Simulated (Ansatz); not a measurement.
`[SiH3][SiH2][SiH2][GeH3]` + H–F → `F[SiH2][GeH3]` + `[SiH3][SiH3]` at 600 K and 1 bar (cleavage of the Si–Si bond).

Isolated molecules relaxed with PBE0-D4/def2-TZVP in Ansatz; ΔE leaves out vibrations. CCSD(T)/CBS adds triple-zeta CCSD(T) − MP2 to the extrapolated MP2 energy (def2 sets, frozen cores). This one scheme is used for every species. For Ge outer-core shells are correlated without core-valence functions, which leaves a few kJ/mol of doubt a bond. Scalar relativity is left out up to krypton. One conformer a species, not always the lowest.

```tsv
species	CCSD(T)/CBS energy (Eh)	H − E (kJ/mol)	S (J/(mol·K))
`[SiH3][SiH2][SiH2][GeH3]`	-2949.34842	304.8	564.9
H–F	-100.39570	42.3	194.0
`F[SiH2][GeH3]`	-2468.03899	164.2	400.7
`[SiH3][SiH3]`	-581.74359	174.5	343.9
```

H − E and S are ideal-gas, rigid-rotor, harmonic terms from PBE0-D4/def2-TZVP, for one conformer and one mirror image of each species. 1 Eh = 2625.50 kJ/mol, R = 8.31446 J/(mol·K).

Q: By hand: ΔE, ΔH, ΔS and ΔG.

A: ΔE = (-2468.03899) + (-581.74359) − (-2949.34842) − (-100.39570) = -0.03846 Eh = -101.0 kJ/mol. Δ(H − E) = 164.2 + 174.5 − 304.8 − 42.3 = -8.4, so ΔH = -109.4 kJ/mol. ΔS = 400.7 + 343.9 − 564.9 − 194.0 = -14.3 J/(mol·K). ΔG = -109.4 − 600 × (-14.3)/1000 = -100.8 kJ/mol.

Q: By hand: the equilibrium constant, and the temperature at which ΔG would vanish if ΔH and ΔS stayed fixed.

A: log₁₀ K = −ΔG/(RT ln 10) = 8.8. ΔG = 0 at ΔH/ΔS = 7650 K, far beyond where these terms or the molecules hold.

The number of gas molecules stays the same, so ΔS is small and ΔH decides. A doubt of 5 kJ/mol in ΔE shifts log₁₀ K by 0.4 here. Other conformers and mirror images would add mixing entropy, several J/(mol·K) or more a flexible species. Modes under 60 cm⁻¹, often nearly free rotors, make the harmonic entropy too high. These are equilibria of isolated gas molecules and say nothing of rates. Largest T1 diagnostic: 0.013 (customary marks: 0.02 for closed shells, 0.045 for open ones).
